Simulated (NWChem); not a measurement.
System: C$_{3}$H$_{2}$F$_{3}$, doublet; SMILES F/C=C/[C](F)F

Parts of the log:

```
             Northwest Computational Chemistry Package (NWChem) 7.3.0
             --------------------------------------------------------

                             Geometry "geometry" -> ""
                             -------------------------

 Output coordinates in angstroms (scale by  1.889725989 to convert to a.u.)

  No.       Tag          Charge          X              Y              Z
 ---- ---------------- ---------- -------------- -------------- --------------
    1 F                    9.0000    -0.17211600    -2.65516200     0.00000000
    2 C                    6.0000     0.35400900    -1.41676700     0.00000000
    3 C                    6.0000    -0.49496700    -0.32257400     0.00000000
    4 C                    6.0000    -0.07125000     0.97879300     0.00000000
    5 F                    9.0000    -0.88319800     2.02640600     0.00000000
    6 F                    9.0000     1.20781100     1.34006700     0.00000000
    7 H                    1.0000     1.43629500    -1.39385900     0.00000000
    8 H                    1.0000    -1.56674900    -0.48994900     0.00000000

 Effective nuclear repulsion energy (a.u.)     222.1141069826

                                 NWChem DFT Module
                                 -----------------

 Summary of "ao basis" -> "ao basis" (spherical)
 ------------------------------------------------------------------------------
       Tag                 Description            Shells   Functions and Types
 ---------------- ------------------------------  ------  ---------------------
 F                          def2-svp                 6       14   3s2p1d
 C                          def2-svp                 6       14   3s2p1d
 H                          def2-svp                 3        5   2s1p

 in cosmo_initialize ...

 solvent parameters
 solvname_short: unkn
 solvname_long:  unknown
 dielec:        2.4000

          ---------------
          -cosmo- solvent
          ---------------
 Cosmo: York-Karplus, doi: 10.1021/jp992097l
 dielectric constant -eps-     =   2.40
 screen = (eps-1)/(eps    )    =   0.58333
 surface charge correction     = lagrangian

   van der Waals surface
 --------------------------

 ---------- ATOMIC COORDINATES (A.U.) ------------ VDWR(ANG.) --
     1   -0.32525208   -5.01752864    0.00000000     1.720
     2    0.66898001   -2.67730142    0.00000000     2.000
     3   -0.93535200   -0.60957647    0.00000000     2.000
     4   -0.13464298    1.84965057    0.00000000     2.000
     5   -1.66900221    3.82935208    0.00000000     1.720
     6    2.28243184    2.53235944    0.00000000     1.720
     7    2.71420399   -2.63401158    0.00000000     1.300
     8   -2.96072630   -0.92586936    0.00000000     1.300
 number of segments per atom =         32
 number of   points per atom =         32
 atom (   nspa,  nppa )
 ----------------------
    1 (     24,     0 )       0
    2 (     14,     0 )       0
    3 (     14,     0 )       0
    4 (     12,     0 )       0
    5 (     20,     0 )       0
    6 (     22,     0 )       0
    7 (     16,     0 )       0
    8 (     16,     0 )       0
 number of -cosmo- surface points =      138
 molecular surface =    116.588 angstrom**2
 molecular volume  =     94.380 angstrom**3
 G(cav/disp)       =      1.443 kcal/mol
 -lineq- algorithm             =   0
 -bem- low  level              =   2
 -bem- from -octahedral-
 gaussian surface charge width =   4.50000
 degree of switching           =   1.00000
 switching function tolerance  =   0.00010
 atomic radii =
 --------------
    1  9.000  1.720
    2  6.000  2.000
    3  6.000  2.000
    4  6.000  2.000
    5  9.000  1.720
    6  9.000  1.720
    7  1.000  1.300
    8  1.000  1.300
 ...... end of -cosmo- initialization ......

            General Information
            -------------------
          SCF calculation type: DFT
          Wavefunction type:  spin polarized.
          No. of atoms     :     8
          No. of electrons :    47
           Alpha electrons :    24
            Beta electrons :    23
          Charge           :     0
          Spin multiplicity:     2
          Use of symmetry is: off; symmetry adaption is: off
          Maximum number of iterations: 150
          AO basis - number of functions:    94
                     number of shells:    42
          Convergence on energy requested:  1.00D-06
          Convergence on density requested:  1.00D-05
          Convergence on gradient requested:  5.00D-04

              XC Information
              --------------
                       M06-2X Method XC Functional
                     Hartree-Fock (Exact) Exchange  0.540
                        M06-2X Exchange Functional  1.000
                      M06-2X Correlation Potential  1.000

             Grid Information
             ----------------
          Grid used for XC integration:  medium
          Radial quadrature: Mura-Knowles
          Angular quadrature: Lebedev.
          Tag              B.-S. Rad. Rad. Pts. Rad. Cut. Ang. Pts.
          ---              ---------- --------- --------- ---------
          F                   0.50       49          11.0       434
          C                   0.70       49           8.0       434
          H                   0.35       45           9.0       434
          Grid pruning is: on
          Number of quadrature shells:   384
          Spatial weights used:  Erf1

      Superposition of Atomic Density Guess
      -------------------------------------

 Sum of atomic energies:        -411.75052371

      Non-variational initial energy
      ------------------------------

 Total energy =    -414.049397
 1-e energy   =   -1011.275842
 2-e energy   =     375.112337
 HOMO         =      -0.060680
 LUMO         =       0.138133

[...]

                                   COSMO solvation results
                                   -----------------------

                 gas phase energy =      -414.496423449155
                 sol phase energy =      -414.498692278392
 (electrostatic) solvation energy =         0.002268829237 (    1.42 kcal/mol)

                    DFT Final Alpha Molecular Orbital Analysis
                    ------------------------------------------

 Vector   22  Occ=1.000000D+00  E=-4.628477D-01
              MO Center=  1.0D-01, -1.6D+00, -6.4D-11, r^2= 2.2D+00
   Bfn.  Coefficient  Atom+Function         Bfn.  Coefficient  Atom+Function
  ----- ------------  ---------------      ----- ------------  ---------------
     4      0.430217  1 F  px                18      0.307878  2 C  px
     7     -0.298489  1 F  px                85      0.292632  7 H  s
    32     -0.232098  3 C  px                31     -0.192538  3 C  s
    90      0.157315  8 H  s                 33      0.153886  3 C  py
     5     -0.130208  1 F  py                35     -0.124966  3 C  px

 Vector   23  Occ=1.000000D+00  E=-3.903448D-01
              MO Center= -1.4D-01, -3.3D-01, -8.4D-10, r^2= 2.5D+00
   Bfn.  Coefficient  Atom+Function         Bfn.  Coefficient  Atom+Function
  ----- ------------  ---------------      ----- ------------  ---------------
    34      0.381593  3 C  pz                20      0.294740  2 C  pz
    48      0.278112  4 C  pz                37      0.259776  3 C  pz
     6      0.229795  1 F  pz                76      0.188642  6 F  pz
     9     -0.177848  1 F  pz                62      0.178727  5 F  pz
    23      0.147601  2 C  pz                79     -0.144430  6 F  pz

 Vector   24  Occ=1.000000D+00  E=-2.371121D-01
              MO Center=  1.3D-01, -2.8D-01, -1.5D-09, r^2= 3.0D+00
   Bfn.  Coefficient  Atom+Function         Bfn.  Coefficient  Atom+Function
  ----- ------------  ---------------      ----- ------------  ---------------
    48     -0.477946  4 C  pz                20      0.468376  2 C  pz
    23      0.388568  2 C  pz                51     -0.301956  4 C  pz
     6      0.210190  1 F  pz                62     -0.194149  5 F  pz
     9     -0.190569  1 F  pz                76     -0.179460  6 F  pz
    65      0.166749  5 F  pz                79      0.159408  6 F  pz

 Vector   25  Occ=0.000000D+00  E= 7.464909D-02
              MO Center= -2.1D-01, -1.9D-01, -9.6D-09, r^2= 2.4D+00
   Bfn.  Coefficient  Atom+Function         Bfn.  Coefficient  Atom+Function
  ----- ------------  ---------------      ----- ------------  ---------------
    37      0.789965  3 C  pz                51     -0.509677  4 C  pz
    23     -0.493055  2 C  pz                34      0.462447  3 C  pz
    48     -0.418375  4 C  pz                20     -0.312020  2 C  pz
    79      0.138346  6 F  pz                76     -0.137380  6 F  pz
    65      0.135780  5 F  pz                62     -0.123286  5 F  pz

 Vector   26  Occ=0.000000D+00  E= 1.212708D-01
              MO Center= -1.2D+00, -5.9D-01, -1.3D-10, r^2= 3.7D+00
   Bfn.  Coefficient  Atom+Function         Bfn.  Coefficient  Atom+Function
  ----- ------------  ---------------      ----- ------------  ---------------
    91      1.810883  8 H  s                 31     -1.236877  3 C  s
    35      0.748658  3 C  px                86     -0.370900  7 H  s
    22      0.280615  2 C  py                 3      0.269418  1 F  s
    32      0.216569  3 C  px                21      0.212760  2 C  px
    46      0.211174  4 C  px                90      0.188623  8 H  s

 Vector   27  Occ=0.000000D+00  E= 1.405958D-01
              MO Center=  1.6D+00, -9.3D-01, -1.7D-10, r^2= 3.4D+00
   Bfn.  Coefficient  Atom+Function         Bfn.  Coefficient  Atom+Function
  ----- ------------  ---------------      ----- ------------  ---------------
    86      2.077427  7 H  s                 17     -1.674821  2 C  s
    21     -0.840300  2 C  px                45      0.578489  4 C  s
    73     -0.371184  6 F  s                 35      0.302460  3 C  px
    16     -0.264012  2 C  s                 49      0.247496  4 C  px
    91      0.244341  8 H  s                 22     -0.234985  2 C  py

                     DFT Final Beta Molecular Orbital Analysis
                     -----------------------------------------

 Vector   21  Occ=1.000000D+00  E=-5.083099D-01
              MO Center= -1.6D-01, -3.3D-03, -3.5D-10, r^2= 3.2D+00
   Bfn.  Coefficient  Atom+Function         Bfn.  Coefficient  Atom+Function
  ----- ------------  ---------------      ----- ------------  ---------------
    75      0.365006  6 F  py                32     -0.276378  3 C  px
    90      0.273355  8 H  s                 78     -0.248408  6 F  py
    33     -0.233417  3 C  py                47      0.216892  4 C  py
     5      0.191637  1 F  py                 4     -0.155778  1 F  px
    61      0.150317  5 F  py                44     -0.146374  4 C  s

 Vector   22  Occ=1.000000D+00  E=-4.599500D-01
              MO Center=  1.4D-01, -1.6D+00, -7.0D-11, r^2= 2.2D+00
   Bfn.  Coefficient  Atom+Function         Bfn.  Coefficient  Atom+Function
  ----- ------------  ---------------      ----- ------------  ---------------
     4      0.426644  1 F  px                85      0.304627  7 H  s
    18      0.300883  2 C  px                 7     -0.297095  1 F  px
    32     -0.229013  3 C  px                31     -0.195992  3 C  s
    33      0.164947  3 C  py                90      0.147670  8 H  s
    86      0.132619  7 H  s                  5     -0.129310  1 F  py

 Vector   23  Occ=1.000000D+00  E=-3.560105D-01
              MO Center= -2.7D-01, -2.9D-01, -3.2D-10, r^2= 2.1D+00
   Bfn.  Coefficient  Atom+Function         Bfn.  Coefficient  Atom+Function
  ----- ------------  ---------------      ----- ------------  ---------------
    34      0.466062  3 C  pz                37      0.353366  3 C  pz
    48      0.211855  4 C  pz                20      0.201576  2 C  pz
     6      0.191820  1 F  pz                76      0.159006  6 F  pz
    62      0.157525  5 F  pz                 9     -0.152529  1 F  pz
    65     -0.124750  5 F  pz                79     -0.124224  6 F  pz

 Vector   24  Occ=0.000000D+00  E=-3.038783D-02
              MO Center=  1.5D-01, -3.4D-01, -1.6D-09, r^2= 3.0D+00
   Bfn.  Coefficient  Atom+Function         Bfn.  Coefficient  Atom+Function
  ----- ------------  ---------------      ----- ------------  ---------------
    23      0.470807  2 C  pz                48     -0.438623  4 C  pz
    20      0.423032  2 C  pz                51     -0.367687  4 C  pz
     6      0.195208  1 F  pz                 9     -0.195752  1 F  pz
    62     -0.176369  5 F  pz                65      0.164854  5 F  pz
    76     -0.160822  6 F  pz                79      0.158202  6 F  pz

 Vector   25  Occ=0.000000D+00  E= 1.164461D-01
              MO Center= -7.3D-02, -1.7D-01, -2.7D-08, r^2= 2.8D+00
   Bfn.  Coefficient  Atom+Function         Bfn.  Coefficient  Atom+Function
  ----- ------------  ---------------      ----- ------------  ---------------
    37      0.770823  3 C  pz                51     -0.612225  4 C  pz
    23     -0.595479  2 C  pz                34      0.406300  3 C  pz
    48     -0.406090  4 C  pz                20     -0.300192  2 C  pz
    65      0.166131  5 F  pz                79      0.166469  6 F  pz
    76     -0.158465  6 F  pz                 9      0.151764  1 F  pz

 Vector   26  Occ=0.000000D+00  E= 1.255129D-01
              MO Center= -1.3D+00, -5.8D-01, -4.3D-09, r^2= 3.6D+00
   Bfn.  Coefficient  Atom+Function         Bfn.  Coefficient  Atom+Function
  ----- ------------  ---------------      ----- ------------  ---------------
    91      1.914314  8 H  s                 31     -1.335448  3 C  s
    35      0.795855  3 C  px                86     -0.457038  7 H  s
    22      0.248865  2 C  py                 3      0.223011  1 F  s
    32      0.223273  3 C  px                21      0.213546  2 C  px
    46      0.183525  4 C  px                90      0.180327  8 H  s

   alpha - beta orbital overlaps
   -----------------------------

   alpha      1      2      3      4      5      6      7      8      9     10
    beta      1      2      3      4      5      6      7      8      9     10
 overlap   1.000  1.000  1.000  1.000  1.000  1.000  1.000  1.000  1.000  0.999

   alpha     11     12     13     14     15     16     17     18     19     20
    beta     11     12     13     14     15     16     18     17     19     20
 overlap   0.997  0.997  0.999  0.999  0.999  0.999  0.998  0.999  0.999  0.999

   alpha     21     22     23     24     25     26     27     28     29     30
    beta     21     22     23     24     25     26     27     28     29     30
 overlap   0.999  1.000  0.985  0.996  0.983  0.995  0.997  0.994  0.995  0.997

   alpha     31     32     33     34     35     36     37     38     39     40
    beta     31     32     33     34     35     36     38     37     39     40
 overlap   0.998  0.999  0.997  0.986  0.990  0.987  0.994  0.987  0.987  0.993

   alpha     41     42     43     44     45     46     47     48     49     50
    beta     42     41     43     44     45     46     47     48     49     50
 overlap   0.961  0.962  0.989  0.990  0.987  1.000  1.000  0.998  0.988  1.000

   alpha     51     52     53     54     55     56     57     58     59     60
    beta     51     53     52     54     55     56     57     58     59     60
 overlap   0.981  0.984  1.000  0.999  0.999  0.998  0.999  0.998  0.999  0.994

[...]
```

Level: M06-2X/def2-SVP, spin-unrestricted, COSMO on the gas-phase geometry. In the optimisation the excess spin sits in a" (Cs, its own frame). All runs use the structure optimised with B3LYP/6-31G* (spherical d), spin-unrestricted. No stability test was run on the SCF state. COSMO prints the solvation energy as gas minus solution, so a positive value is a stabilisation.

Reconstruct the input file.

This is not unique; one that fits is the input that was run:
```
start job
memory heap 200 mb stack 700 mb global 900 mb
geometry units angstroms noautosym nocenter noautoz
  F     -0.172116    -2.655162     0.000000
  C      0.354009    -1.416767     0.000000
  C     -0.494967    -0.322574     0.000000
  C     -0.071250     0.978793     0.000000
  F     -0.883198     2.026406     0.000000
  F      1.207811     1.340067     0.000000
  H      1.436295    -1.393859     0.000000
  H     -1.566749    -0.489949     0.000000
end
basis spherical
  F library def2-svp
  C library def2-svp
  H library def2-svp
end
dft
  odft
  mult 2
  xc m06-2x
  iterations 150
end
cosmo
  dielec 2.4
end
task dft energy
```
